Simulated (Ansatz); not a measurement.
Start from `[SiH3]OCS[SiH3]` and change one atom or group to get `[AlH2][SiH2]CS[SiH3]`.

Ansatz, PBE0-D4/def2-TZVP geometries, multiplicity 1. Each molecule was computed in one conformer, which needn't be the lowest.

| property | `[SiH3]OCS[SiH3]` |
| --- | --- |
| LUMO energy (PBE/def2-TZVPP) / eV | -0.97 |
| HOMO energy (PBE/def2-TZVPP) / eV | -5.99 |
| LUMO energy (PBE0/def2-TZVPP) / eV | -0.10 |
| HOMO energy (PBE0/def2-TZVPP) / eV | -7.18 |
| size of the dipole moment (PBE/def2-TZVPP) / D | 1.51 |
| HOMO–LUMO gap (B3LYP/def2-TZVPP) / eV | 6.63 |

What does the change do to each property? (Best estimate.)

Computed: 
```
                                      property  `[AlH2][SiH2]CS[SiH3]`  shift
             LUMO energy (PBE/def2-TZVPP) / eV                   -1.78  -0.81
             HOMO energy (PBE/def2-TZVPP) / eV                   -5.86   0.13
            LUMO energy (PBE0/def2-TZVPP) / eV                   -0.93  -0.83
            HOMO energy (PBE0/def2-TZVPP) / eV                   -6.89   0.29
size of the dipole moment (PBE/def2-TZVPP) / D                    3.18   1.67
         HOMO–LUMO gap (B3LYP/def2-TZVPP) / eV                    5.62  -1.01
```

With PBE0 the HOMO rises by 0.29 eV and the LUMO falls by 0.83 eV, so the gap narrows by about 1.12 eV. PBE moves the HOMO by 0.13 eV and ωB97M-V by 0.50 eV. Dipoles are sizes alone; their direction can turn.

B3LYP here is the variant with VWN-RPA as its local correlation; programs differ in this.
